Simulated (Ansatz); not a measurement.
Energy profile

The step: Si₂H₄O₂F₂ ([OH][Si]([F])([F])[O][SiH3]) + H₂O → SiH₂O₂F₂ ([OH][Si]([OH])([F])[F]) + SiH₄O ([OH][SiH3]); bonds formed: Si1–O8, O2–H7; bonds broken: Si1–O2, H7–O8 (atoms numbered as in the saddle structure below).

```json
{"atom": "Si1", "x (Å)": "0.0613", "y (Å)": "0.5555", "z (Å)": "1.1383"}
{"atom": "O2", "x (Å)": "0.0138", "y (Å)": "0.0929", "z (Å)": "-0.6927"}
{"atom": "Si3", "x (Å)": "-0.6225", "y (Å)": "-1.2275", "z (Å)": "-1.4607"}
{"atom": "F4", "x (Å)": "0.5925", "y (Å)": "0.9773", "z (Å)": "2.5991"}
{"atom": "F5", "x (Å)": "-0.2543", "y (Å)": "-0.9705", "z (Å)": "1.5063"}
{"atom": "O6", "x (Å)": "-1.1454", "y (Å)": "1.6314", "z (Å)": "1.0106"}
{"atom": "H7", "x (Å)": "1.2431", "y (Å)": "0.4378", "z (Å)": "-0.4802"}
{"atom": "O8", "x (Å)": "1.6592", "y (Å)": "0.9497", "z (Å)": "0.4345"}
{"atom": "H9", "x (Å)": "-2.0480", "y (Å)": "-1.3697", "z (Å)": "-1.0772"}
{"atom": "H10", "x (Å)": "-0.5164", "y (Å)": "-0.9870", "z (Å)": "-2.9220"}
{"atom": "H11", "x (Å)": "0.1264", "y (Å)": "-2.4619", "z (Å)": "-1.1164"}
{"atom": "H12", "x (Å)": "-1.5708", "y (Å)": "1.6587", "z (Å)": "0.1529"}
{"atom": "H13", "x (Å)": "2.4610", "y (Å)": "0.7133", "z (Å)": "0.9077"}
```

Electronic energies by CCSD(T) at an estimated basis limit (MP2 extrapolated from triple and quadruple zeta, plus CCSD(T) − MP2 in triple zeta), on PBE0-D4/def2-TZVP structures; Si2H6O3F2, singlet; no counterpoise correction. Ansatz 0.2.0; basis: def2-TZVPP and def2-QZVPP; cores frozen in the correlated methods. Extrapolation: Hartree–Fock as exp(−7.88 √X), correlation as X^−2.97.

**Question.** Give the profile in kcal/mol, counted from the separated reactants. (An estimate is asked for; the value comes from the calculation.)

**Answer.** The calculation gives:
| point | kcal/mol |
| --- | --- |
| separated: Si2H4O2F2 (linked as [OH][Si]([F])([F])[O][SiH3]; Si1, O2, Si3, F4, F5, O6, H9, H10, H11, H12; singlet) + H2O (H7, O8, H13; singlet) | 0.00 |
| start structure | -7.69 |
| saddle | 24.92 |
| end structure | -3.88 |
| separated: SiH2O2F2 (linked as [OH][Si]([OH])([F])[F]; Si1, F4, F5, O6, O8, H12, H13; singlet) + SiH4O (linked as [OH][SiH3]; O2, Si3, H7, H9, H10, H11; singlet) | 4.99 |

No T1 diagnostic of these runs exceeds 0.012.

For scale, one of the runs: CCSD(T)/def2-TZVPP, 323 basis functions, launched by `ansatz run in.yaml --threads 4 --pin off --events-out ev --progress --plain --max-ram 41984MiB --backend cuda --devices 0, --max-vram 37GiB`. Time: 13 s of wall clock on 4 CPU threads of an AMD EPYC 7R13 and a share of one NVIDIA H100; the host was shared. Peak host memory: 0.86 GiB.
